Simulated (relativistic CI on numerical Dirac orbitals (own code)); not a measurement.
One change at a time: Zr38+

Base calculation: Dirac-Coulomb-Breit CI, KLI orbitals optimised for each configuration, model QED (radiative potential, 1s self-energy scaled to tabulated hydrogen-like ionisation energies), unscaled Slater integrals.

Configurations in the expansion: 1s2, 1s 2s, 1s 2p, 1s 3s, 1s 3p, 1s 3d, 1s 4s, 1s 4p, 1s 4d, 1s 4f, 1s 5s, 1s 5p, 1s 5d, 1s 5f, 1s 5g, 1s 6s, 1s 6p, 1s 6d. Levels of other configurations are missing.

The lowest level and the first level of each name with at least 55 % of one term (blank where a level has no safe partner in the second run):

| Level | Base (eV) | Shift (eV) |
| --- | --- | --- |
| 1s2 1S_0 | 0.0 | 0.0 |
| 1s 2s 3S_1 | 16133.6 | -0.5 |
| 1s 2p 3P°_0 | 16185.2 | -0.6 |
| 1s 2p 3P°_1 | 16187.2 | -0.5 |
| 1s 2s 1S_0 | 16188.3 | +0.3 |
| 1s 2p 3P°_2 | 16290.7 | -0.5 |
| 1s 2p 1P°_1 | 16316.9 | -0.4 |
| 1s 3s 3S_1 | 19147.0 | -0.3 |
| 1s 3p 3P°_0 | 19161.2 | -0.4 |
| 1s 3s 1S_0 | 19161.6 | -0.2 |
| 1s 3p 3P°_1 | 19161.7 | -0.4 |
| 1s 3p 3P°_2 | 19192.5 | -0.4 |
| 1s 3d 3D_2 | 19199.0 | -0.3 |
| 1s 3d 3D_1 | 19199.6 | -0.3 |

At this charge energies of transitions that change n are usually good to better than 1 %, and those within a shell (Δn = 0) to a few per cent.

Q: One thing was changed in a second run, which moved the levels as shown. Which?
A. Breit term removed
B. QED terms removed
C. one mean potential for all configurations
D. configuration mixing switched off

A: C. One mean potential for all configurations. One potential for all configurations removes the relaxation of the orbitals, which moves whole configurations and changes the integrals a little.

LS names give the leading component of a level, which can be under half, so a name can repeat, a term be missing and a line seem to break the LS rules.
